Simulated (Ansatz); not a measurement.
# Relative stability

Two relaxed structures of LiBSiH$_{3}$O, doublet (PBE0-D4/def2-TZVP; forces vanish, vibrations not checked).

A:

Li1  (1.095, -2.207, -0.165)
O2  (-1.092, 0.861, -1.134)
Si3  (-0.180, -0.197, -0.520)
B4  (0.856, -0.427, 1.096)
H5  (0.015, -1.487, -1.391)
H6  (0.884, 0.412, 1.940)
H7  (1.527, -1.415, 1.356)
(Å)

B:

```
7
angstrom
Li -1.6198 2.2857 -1.2068
O -0.9064 0.8444 -0.9404
Si 0.6173 -0.5035 1.1561
B -0.2918 -0.2731 -0.6388
H -0.2499 -1.2344 -1.3854
H 0.9331 0.6814 2.0153
H 1.6477 -1.5551 1.4059
```

Computed with Ansatz 0.2.0 (basis: def2-TZVPP); correlated methods freeze the cores; orbitals are unrestricted. The outer core shell of Li, Na, Mg and K is correlated. B3LYP uses VWN-RPA correlation.

Problem. Which structure is lower at CCSD(T), and by how much? (An estimate is asked for; the value comes from the calculation.)

Solution. Computed: B, by 104.9 kJ/mol (electronic energy, against the other). By their contacts, A is LiBSiH₃O ([O][Si]12[H][Li]13[H][BH]32) and B is LiBSiH₃O ([Li][O][BH][SiH2]).

All methods give the same order:

```json
{"method": "PBE-D4", "E(B) − E(A) (kJ/mol)": "-93.5"}
{"method": "r2SCAN-D4", "E(B) − E(A) (kJ/mol)": "-95.0"}
{"method": "PBE0-D4", "E(B) − E(A) (kJ/mol)": "-106.1"}
{"method": "B3LYP-D4", "E(B) − E(A) (kJ/mol)": "-113.7"}
{"method": "wB97M-V", "E(B) − E(A) (kJ/mol)": "-105.8"}
{"method": "HF", "E(B) − E(A) (kJ/mol)": "-153.3"}
{"method": "MP2", "E(B) − E(A) (kJ/mol)": "-99.1"}
{"method": "CCSD", "E(B) − E(A) (kJ/mol)": "-113.3"}
{"method": "CCSD(T)", "E(B) − E(A) (kJ/mol)": "-104.9"}
```

T1 diagnostic: at most 0.021. ⟨S²⟩ of the unrestricted Hartree–Fock references: 0.77 (a pure state has 0.75).

Labels in which every atom is bracketed show which atoms are joined, not bond orders.

For scale, one of the runs: CCSD(T)/def2-TZVPP, 165 basis functions, launched by `ansatz run in.yaml --threads 2 --pin off --events-out ev --progress --plain --max-ram 4352MiB`. Hardware: 2 CPU threads of an Arm Neoverse V2, shared host. Wall time 110 s; peak host memory 3.2 GiB.
